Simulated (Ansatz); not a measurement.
`ClB[TeH]` + HBr → `ClBBr` + H₂Te at 600 K and 1 bar (ligand exchange at a B–Te bond).

Computed with Ansatz on PBE0-D4/def2-TZVP structures; ΔE is electronic, products minus reactants. CCSD(T)/CBS is the MP2 limit (def2-TZVPP, def2-QZVPP) plus CCSD(T) − MP2 in def2-TZVPP, frozen cores. Elements past krypton have def2 core potentials. For Br, Te outer-core shells are correlated without core-valence functions, which leaves a few kJ/mol of doubt a bond. Scalar relativity is left out up to krypton.

```
   species  CCSD(T)/CBS energy (Eh)  H − E (kJ/mol)  S (J/(mol·K))
`ClB[TeH]`               -753.54186            91.2          354.2
       HBr              -2573.91920            33.5          219.1
   `ClBBr`              -3058.55678            67.7          326.4
      H₂Te               -268.91024            52.9          255.0
```

H − E and S are ideal-gas, rigid-rotor, harmonic terms from PBE0-D4/def2-TZVP. 1 Eh = 2625.50 kJ/mol, R = 8.31446 J/(mol·K).

Task: By hand: ΔE, ΔH, ΔS and ΔG.

Result: ΔE = (-3058.55678) + (-268.91024) − (-753.54186) − (-2573.91920) = -0.00596 Eh = -15.6 kJ/mol. Δ(H − E) = 67.7 + 52.9 − 91.2 − 33.5 = -4.1, so ΔH = -19.7 kJ/mol. ΔS = 326.4 + 255.0 − 354.2 − 219.1 = 8.1 J/(mol·K). ΔG = -19.7 − 600 × (8.1)/1000 = -24.6 kJ/mol.

Task: By hand: the equilibrium constant, and the temperature at which ΔG would vanish if ΔH and ΔS stayed fixed.

Result: log₁₀ K = −ΔG/(RT ln 10) = 2.1. ΔH and −TΔS have one sign here, so there is no such temperature.

The number of gas molecules stays the same, so ΔS is small and ΔH decides. A doubt of 5 kJ/mol in ΔE shifts log₁₀ K by 0.4 here. These are equilibria of isolated gas molecules and say nothing of rates. Largest T1 diagnostic: 0.014 (customary marks: 0.02 for closed shells, 0.045 for open ones).
